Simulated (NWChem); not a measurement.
# C₂H₆BNO; SMILES O1CB(N)C1

```xyz
11

N      0.0000     0.0000    -1.9785
B      0.0000     0.0000    -0.5938
C      0.0000     1.0740     0.5757
O      0.0000     0.0000     1.5316
C      0.0000    -1.0740     0.5757
H      0.0000    -0.8476    -2.5313
H      0.0000     0.8476    -2.5313
H      0.8923     1.7212     0.6801
H     -0.8923     1.7212     0.6801
H      0.8923    -1.7212     0.6801
H     -0.8923    -1.7212     0.6801
```
Atoms are numbered in this order, from 1.

Computed with NWChem. Structure relaxed at the PBE0/def2-SVP level. Ions are spin-unrestricted doublets at the neutral geometry; other ion states weren't tried.

```tsv
level	vertical ionisation energy, ΔSCF (eV)	−ε(HOMO) (eV)	ΔSCF minus −ε(HOMO) (eV)
PBE/def2-SVP	8.65	4.94	3.71
LDA (Slater exchange, VWN5)/def2-SVP	8.77	5.01	3.76
PBE0/def2-SVP	(withheld)	(withheld)	(withheld)
```

### Question
Some entries are withheld; supply them.

### Answer

- PBE0/def2-SVP, vertical ionisation energy, ΔSCF (eV): 9.01
- PBE0/def2-SVP, −ε(HOMO) (eV): 6.63
- PBE0/def2-SVP, ΔSCF minus −ε(HOMO) (eV): 2.38
